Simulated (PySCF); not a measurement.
PBE on Ni (nickel, neutral)

Configuration: [Ar] 3d8 4s1 4p1, one real determinant (an excited configuration). Calculation: PySCF 2.14, in aug-cc-pVTZ-DK (8s7p5d3f2g, 93 functions); scalar relativity by spin-free X2C-1e.

- Total energy: -1520.201 hartree
- One-electron energy: -2106.145 hartree
- Hartree (Coulomb) energy: 649.487 hartree
- Exchange-correlation energy: -63.543 hartree
- ⟨S²⟩: 6.0003
- ⟨L²⟩: 14.015
- Sum of ⟨r⟩: 22.55 bohr
- Sum of ⟨r²⟩: 42.71 bohr²
- Traceless quadrupole moment −½Σ⟨3z² − r²⟩ along its main axis: -7.15 e·bohr²
- Langevin diamagnetic susceptibility: -33.8 ×10⁻⁶ cm³/mol

| shell | electrons | mean orbital energy (eV) | spread (eV) | rms radius, mean of both spins (bohr) |
| --- | --- | --- | --- | --- |
| 1s α | 1 | -8206.5 | 0 | 0.0624 |
| 1s β | 1 | -8206.4 | 0 | 0.0624 |
| 2s α | 1 | -983.18 | 0 | 0.266 |
| 2s β | 1 | -982.05 | 0 | 0.266 |
| 2p α | 3 | -846.12 | 0.048 | 0.238 |
| 2p β | 3 | -845.24 | 0.073 | 0.238 |
| 3s α | 1 | -113.60 | 0 | 0.796 |
| 3s β | 1 | -111.13 | 0 | 0.796 |
| 3p α | 3 | -73.956 | 0.186 | 0.847 |
| 3p β | 3 | -71.508 | 0.234 | 0.847 |
| 3d α | 5 | -11.443 | 1.398 | 1.16 |
| 3d β | 3 | -9.576 | 0.219 | 1.16 |
| 4s α | 1 | -7.385 | 0 | 2.89 |
| 4p α | 1 | -2.569 | 0 | 4.19 |

⟨L²⟩ = 14.01 against 20 for a pure G term, so this real determinant mixes terms.

Densities and radii are taken from the X2C orbitals without a picture-change correction, which distorts them close to the nucleus.
